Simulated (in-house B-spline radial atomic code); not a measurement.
A fraction x of an electron is removed from 3d in neutral palladium, starting from [Kr] 4d10 and keeping the highest spin. Computed with a radial B-spline atomic code at the basis-set limit: scalar-relativistic (X2C) LDA exchange-only, spin-polarised, spherical fractional occupations, Fermi nucleus of rms radius 4.5318 fm.

| x | E(x) - E(0) (eV) | 3d down level (eV) |
| --- | --- | --- |
| 0 | 0.0000 | -324.192 |
| 0.01 | 3.2434 | -324.487 |
| 0.25 | 81.9857 | -331.749 |
| 0.32 | 105.2840 | -333.922 |
| 0.47 | 155.7259 | -338.654 |
| 0.5 | ? | ? |
| 0.54 | 179.5101 | -340.897 |
| 0.68 | 227.5532 | -345.446 |
| 0.78 | ? | ? |
| 0.96 | 325.5777 | -354.779 |
| 1 | 339.7960 | -356.137 |

What belongs in the row x = 0.5?

An energy change of 165.8999 eV; 3d down at -339.613 eV.

What belongs in the row x = 0.78?

An energy change of 262.2624 eV; 3d down at -348.744 eV.

Check Janak's theorem between x = 0.01 and 0.25.

The slope of the energy is 328.09 eV; the orbital levels give 328.12 eV (-ε of the emptying orbital, averaged over the two points).
